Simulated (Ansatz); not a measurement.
F2GeHO (`[OH][Ge]([F])[F]`) radical. Charge 0, multiplicity 2. Correlated methods include outer-core shells of Ge, which these sets cover unevenly. Scalar relativity is left out up to krypton.

Z-matrix (Å, degrees):
```
Ge
O 1 1.763
F 1 1.735 2 108.6
F 1 1.724 2 104.7 3 113.0
H 2 0.963 1 112.7 3 51.0
```

(1) Give the diagnostics of a CCSD(T)/def2-TZVPP run (frozen core, Ansatz 0.2.0). (Estimate.)

## Answers

(1) Computed: T1 = 0.0150, largest single amplitude 0.045, largest double 0.020, (T) share of the correlation energy 3.2 %, 11 CCSD cycles. ⟨S²⟩ of the UHF reference is 0.757 against 0.75 for a pure state. T1 lies under the customary mark of 0.045 for open shells.
